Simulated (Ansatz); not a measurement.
Steps of a relaxation of C4H3F5 (`F/C(=C/C(F)F)C(F)F`) with RKS PBE-D4/def2-SVP.

```sh
$ ansatz run in.yaml --threads 2 --pin off --events-out ev --progress --plain --max-ram 32768MiB --backend cpu
```

```yaml
crystal:
  periodic: [false, false, false]
  atoms:
    - {symbol: F, position_ang: [-0.108500, -0.069600, -2.371700]}
    - {symbol: C, position_ang: [-0.010300, 0.096100, -1.043200]}
    - {symbol: C, position_ang: [-0.549600, -0.886400, -0.301800]}
    - {symbol: C, position_ang: [-0.446300, -0.913200, 1.196100]}
    - {symbol: F, position_ang: [-1.566800, -1.676300, 1.621000]}
    - {symbol: F, position_ang: [-0.706900, 0.334200, 1.715800]}
    - {symbol: C, position_ang: [0.785700, 1.287900, -0.527600]}
    - {symbol: F, position_ang: [1.517400, 0.989300, 0.574500]}
    - {symbol: F, position_ang: [1.676000, 1.717800, -1.409100]}
    - {symbol: H, position_ang: [-1.017300, -1.712200, -0.757400]}
    - {symbol: H, position_ang: [0.389400, -1.354600, 1.624700]}
    - {symbol: H, position_ang: [0.114200, 2.132000, -0.287300]}
basis:
  gaussian: {orbitals: def2-SVP}
hamiltonian: {xc: pbe, dispersion: d4}
relax: {f_tol: 0.03, max_steps: 200}
```

Positions (Å) and forces (eV/Å) along the path, 10 of 10 steps:

```xyz
12
step=1 energy=-17748.4078 eV
F    -0.108   -0.070   -2.372    0.244    0.930   -0.180
C    -0.010    0.096   -1.043    0.172   -1.481   -0.110
C    -0.550   -0.886   -0.302    1.476    1.726    1.463
C    -0.446   -0.913    1.196   -4.930    0.857   -0.808
F    -1.567   -1.676    1.621    0.954    0.021   -0.163
F    -0.707    0.334    1.716    0.650   -0.103    0.041
C     0.786    1.288   -0.528   -0.426    0.423    0.297
F     1.517    0.989    0.575   -0.164   -0.624    0.645
F     1.676    1.718   -1.409    0.655    0.303   -1.718
H    -1.017   -1.712   -0.757   -0.794   -1.349   -0.858
H     0.389   -1.355    1.625    2.477   -0.903    1.160
H     0.114    2.132   -0.287   -0.314    0.200    0.232
12
step=2 energy=-17748.7910 eV
F    -0.128    0.029   -2.372    0.396    0.200    0.360
C     0.062    0.064   -1.034   -0.565   -0.343   -0.456
C    -0.510   -0.898   -0.286    0.379    0.565    0.589
C    -0.524   -0.913    1.220   -1.432   -0.381    0.030
F    -1.587   -1.732    1.638    0.711    0.510   -0.388
F    -0.762    0.337    1.731    0.111   -0.109   -0.062
C     0.813    1.299   -0.547   -0.073   -0.184    0.132
F     1.573    0.961    0.533   -0.041   -0.091    0.289
F     1.655    1.740   -1.500    0.082    0.175   -0.544
H    -1.005   -1.734   -0.772   -0.256   -0.271   -0.290
H     0.374   -1.327    1.681    0.663   -0.105    0.315
H     0.116    2.119   -0.258    0.024    0.034    0.025
12
step=3 energy=-17748.8515 eV
F    -0.063    0.027   -2.370    0.031    0.051    0.355
C     0.043    0.074   -1.026   -0.017   -0.225   -0.464
C    -0.521   -0.888   -0.276   -0.068    0.106    0.088
C    -0.540   -0.921    1.230   -0.218   -0.411    0.064
F    -1.564   -1.759    1.630    0.273    0.264   -0.117
F    -0.786    0.323    1.743   -0.050    0.063    0.063
C     0.814    1.301   -0.550   -0.062   -0.096    0.063
F     1.573    0.951    0.531    0.017    0.061    0.007
F     1.639    1.731   -1.539   -0.068    0.013    0.020
H    -1.046   -1.716   -0.781    0.075    0.075   -0.013
H     0.398   -1.308    1.695   -0.013    0.093   -0.061
H     0.129    2.131   -0.253    0.103    0.005   -0.006
12
step=4 energy=-17748.8618 eV
F    -0.061    0.030   -2.364    0.019   -0.025    0.035
C     0.045    0.067   -1.028   -0.004   -0.014   -0.121
C    -0.532   -0.883   -0.275   -0.046   -0.013    0.025
C    -0.549   -0.919    1.230    0.122   -0.205    0.014
F    -1.548   -1.766    1.629    0.015    0.036    0.009
F    -0.812    0.323    1.747   -0.045    0.070    0.027
C     0.816    1.291   -0.547   -0.028   -0.004    0.045
F     1.584    0.945    0.530    0.008    0.011   -0.025
F     1.629    1.728   -1.544   -0.009    0.001    0.034
H    -1.044   -1.716   -0.786    0.020    0.080    0.017
H     0.406   -1.282    1.685   -0.080    0.082   -0.061
H     0.142    2.125   -0.242    0.028   -0.017    0.000
12
step=5 energy=-17748.8643 eV
F    -0.047    0.020   -2.365   -0.010   -0.012    0.032
C     0.048    0.064   -1.029   -0.014   -0.033   -0.084
C    -0.539   -0.878   -0.273    0.000    0.005   -0.096
C    -0.550   -0.917    1.228    0.052   -0.144    0.050
F    -1.530   -1.782    1.632   -0.018   -0.017    0.016
F    -0.839    0.319    1.742   -0.033    0.148    0.078
C     0.819    1.288   -0.546    0.002   -0.028    0.016
F     1.598    0.935    0.520    0.013    0.006    0.021
F     1.624    1.735   -1.546   -0.011    0.005    0.022
H    -1.064   -1.702   -0.783    0.022    0.030   -0.011
H     0.410   -1.257    1.683   -0.010    0.053   -0.049
H     0.147    2.119   -0.228    0.007   -0.014    0.003
12
step=6 energy=-17748.8682 eV
F    -0.037    0.012   -2.370   -0.017    0.001   -0.017
C     0.047    0.059   -1.036    0.026   -0.001    0.031
C    -0.553   -0.872   -0.278   -0.003   -0.015   -0.103
C    -0.554   -0.907    1.223    0.013    0.006    0.097
F    -1.496   -1.804    1.643    0.014    0.008   -0.006
F    -0.884    0.327    1.735   -0.002    0.005    0.011
C     0.824    1.275   -0.540    0.015    0.016   -0.023
F     1.611    0.906    0.516    0.004   -0.007    0.004
F     1.619    1.741   -1.538   -0.004   -0.011    0.024
H    -1.083   -1.690   -0.788   -0.015   -0.016   -0.011
H     0.426   -1.201    1.667   -0.016    0.024   -0.016
H     0.155    2.100   -0.201   -0.013   -0.011    0.009
12
step=7 energy=-17748.8697 eV
F    -0.036    0.011   -2.376   -0.001    0.007   -0.007
C     0.049    0.054   -1.042    0.005    0.015    0.049
C    -0.561   -0.871   -0.284    0.000   -0.020   -0.079
C    -0.555   -0.895    1.219   -0.002    0.037    0.088
F    -1.460   -1.822    1.652    0.034    0.033   -0.014
F    -0.930    0.334    1.721    0.013   -0.062   -0.020
C     0.829    1.262   -0.534    0.013    0.013   -0.035
F     1.625    0.874    0.510    0.003    0.005    0.000
F     1.616    1.746   -1.528   -0.003   -0.010    0.018
H    -1.103   -1.683   -0.792   -0.018   -0.016    0.008
H     0.439   -1.141    1.659   -0.039    0.008   -0.011
H     0.162    2.078   -0.173   -0.004   -0.009    0.002
12
step=8 energy=-17748.8697 eV
F    -0.043    0.020   -2.376    0.003    0.011   -0.014
C     0.048    0.055   -1.041    0.012   -0.036   -0.040
C    -0.562   -0.875   -0.288    0.021    0.043    0.136
C    -0.554   -0.893    1.221   -0.015   -0.024   -0.112
F    -1.446   -1.832    1.651   -0.004   -0.002    0.026
F    -0.945    0.329    1.721    0.008   -0.014   -0.013
C     0.834    1.260   -0.535   -0.017   -0.001    0.022
F     1.625    0.875    0.514   -0.007   -0.005   -0.005
F     1.627    1.740   -1.526   -0.013   -0.018    0.004
H    -1.113   -1.685   -0.790    0.007    0.019   -0.005
H     0.442   -1.128    1.661    0.002    0.012    0.000
H     0.165    2.077   -0.179    0.004    0.016    0.001
12
step=9 energy=-17748.8703 eV
F    -0.045    0.022   -2.377   -0.002   -0.003    0.016
C     0.048    0.055   -1.042    0.012    0.013    0.002
C    -0.564   -0.870   -0.285   -0.011   -0.020   -0.013
C    -0.553   -0.894    1.220   -0.014    0.000    0.036
F    -1.435   -1.842    1.653    0.009   -0.015   -0.007
F    -0.959    0.322    1.725    0.019    0.007   -0.022
C     0.835    1.259   -0.535    0.002   -0.004   -0.008
F     1.620    0.875    0.519   -0.006   -0.011    0.000
F     1.634    1.731   -1.526    0.000   -0.002    0.003
H    -1.120   -1.676   -0.788    0.004    0.013    0.001
H     0.446   -1.117    1.658   -0.006    0.007   -0.006
H     0.169    2.080   -0.185   -0.007    0.016   -0.001
12
step=10 energy=-17748.8705 eV
F    -0.047    0.024   -2.377   -0.008    0.002   -0.003
C     0.047    0.055   -1.042    0.007    0.010    0.009
C    -0.565   -0.870   -0.286   -0.015   -0.016   -0.006
C    -0.551   -0.894    1.219    0.006   -0.001    0.011
F    -1.427   -1.846    1.655    0.005    0.001   -0.005
F    -0.959    0.322    1.722   -0.006    0.006    0.003
C     0.834    1.258   -0.534    0.001   -0.009    0.000
F     1.610    0.873    0.526    0.001    0.004   -0.001
F     1.641    1.724   -1.521    0.006    0.005   -0.001
H    -1.125   -1.673   -0.789    0.005   -0.001   -0.003
H     0.450   -1.111    1.653   -0.003   -0.003    0.001
H     0.169    2.084   -0.191    0.003    0.001   -0.006
```

Hardware: 2 threads of an AMD EPYC 7R13 on a shared host. Wall time 33 s, peak host memory 0.23 GiB.
